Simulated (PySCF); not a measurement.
## Stretching YH

Set-up: basis Y def2-TZVPP with ECP28, H def2-TZVPP; scalar-relativistic core potentials; PySCF 2.14. Energies in eV from Y (4d1 5s2) + H in their ground configurations at the same level. State: ¹Σ⁺ (singlet), closed shell.

All columns are PBEsol. A positive dipole means Y(−)H(+).

| R (Å) | E (eV) | μ (D) | Mulliken charge on Y (basis-dependent) | HOMO (eV) | LUMO (eV) | Mayer bond order | ⟨S²⟩ |
| --- | --- | --- | --- | --- | --- | --- | --- |
| 1.644 | -2.479 | -1.17 | 0.21 | -3.74 | -2.55 | 0.96 | 0.00 |
| 1.721 | -2.703 | -1.28 | 0.17 | -3.77 | -2.63 | 0.96 | 0.00 |
| 1.797 | -2.835 | -1.42 | 0.15 | -3.80 | -2.71 | 0.97 | 0.00 |
| 1.855 | -2.885 | -1.53 | 0.14 | -3.82 | -2.77 | 0.97 | 0.00 |
| 1.912 | -2.901 | -1.64 | 0.13 | -3.85 | -2.83 | 0.97 | 0.00 |
| 1.969 | -2.889 | -1.77 | 0.13 | -3.88 | -2.89 | 0.97 | 0.00 |
| 2.046 | -2.837 | -1.94 | 0.13 | -3.91 | -2.96 | 0.97 | 0.00 |
| 2.141 | -2.730 | -2.17 | 0.13 | -3.96 | -3.05 | 0.97 | 0.00 |
| 2.256 | -2.558 | -2.46 | 0.14 | -4.01 | -3.15 | 0.96 | 0.00 |
| 2.409 | -2.286 | -2.84 | 0.15 | -4.08 | -3.28 | 0.96 | 0.00 |

A fit through these points gives, at Re = 1.914 Å, μ = -1.65 D and dμ/dR = -2.12 D/Å; the reduced mass is 0.9965 u.

How strong is the fundamental in the double-harmonic approximation, I = 42.26·(dμ/dR)²/μred km/mol?

I = 42.26·(-2.12)²/0.9965 = 191 km/mol at PBEsol.

The metal atom is held in its measured ground configuration; semilocal functionals can put another filling of s and d lower by some tenths of an eV, and De to that atom would be smaller. These are scalar-relativistic numbers at best; spin–orbit coupling would shift them, the dissociation energy most.
